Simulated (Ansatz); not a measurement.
Reaction (formal loss of a carbene): `NBCF` → `BN` + `[CH]F`

Program: Ansatz. Geometries: PBE0-D4/def2-TZVP. ΔE: electronic, gas phase. CBS: MP2 limit from def2 TZ/QZ plus the TZ coupled-cluster correction, frozen cores. This one scheme is used for every species. Functionals use def2-TZVPP. B3LYP here is the variant with VWN-RPA as its local correlation; programs differ in this. HSE06 is defined as in plane-wave codes. One conformer a species, not always the lowest.

```
             level  ΔE (kJ/mol)  difference from CCSD(T)/CBS
       LDA (SPW92)        476.1                         70.7
            PBE-D4        422.9                         17.5
         revPBE-D4        410.1                          4.7
           BLYP-D4        393.7                        -11.7
         r2SCAN-D4        429.0                         23.6
            B97M-V        411.5                          6.1
           PBE0-D4        431.0                         25.6
          B3LYP-D4        406.0                          0.6
        r2SCANh-D4        430.8                         25.4
          HSE06-D4        430.8                         25.4
          BHLYP-D4        411.0                          5.6
      CAM-B3LYP-D4        415.0                          9.6
           ωB97X-V        411.0                          5.6
           ωB97M-V        404.7                         -0.7
            B2PLYP        404.6                         -0.8
          PBE-QIDH        431.2                         25.8
               PBE        417.5                         12.1
            revPBE        392.7                        -12.7
              BLYP        381.6                        -23.8
            r2SCAN        427.5                         22.1
             B3LYP        397.3                         -8.1
           r2SCANh        429.4                         24.0
           r2SCAN0        431.9                         26.5
             HSE06        426.5                         21.1
             BHLYP        404.9                         -0.5
         CAM-B3LYP        410.4                          5.0
           LC-ωPBE        427.6                         22.2
       HF/def2-SVP        375.3                        -30.1
      MP2/def2-SVP        425.0                         19.6
     CCSD/def2-SVP        398.9                         -6.5
  CCSD(T)/def2-SVP        398.4                         -7.0
    MP2/def2-TZVPP        424.7                         19.3
SCS-MP2/def2-TZVPP        405.9                          0.5
   CCSD/def2-TZVPP        396.1                         -9.3
CCSD(T)/def2-TZVPP        397.9                         -7.5
     HF/def2-QZVPP        358.9                        -46.5
    MP2/def2-QZVPP        428.8                         23.4
SCS-MP2/def2-QZVPP        409.7                          4.3
      HF/CBS(def2)        358.9                        -46.5
     MP2/CBS(def2)        432.2                         26.8
       CCSD(T)/CBS        405.4                            0
```

Largest T1 diagnostic among the species: 0.018.

From r2SCAN to r2SCAN0 (25 % exact exchange), in def2-TZVPP and without D4, ΔE moves by +4.3 kJ/mol. At CCSD(T), def2-SVP lies −7.0 kJ/mol from the extrapolated value and def2-TZVPP −7.5 kJ/mol. The D4 term adds +8.7 kJ/mol with B3LYP and +4.6 kJ/mol with PBE0; it sums over pairs of atoms, weighted by their polarisabilities, and B3LYP, whose exchange is more repulsive, gets the larger term.
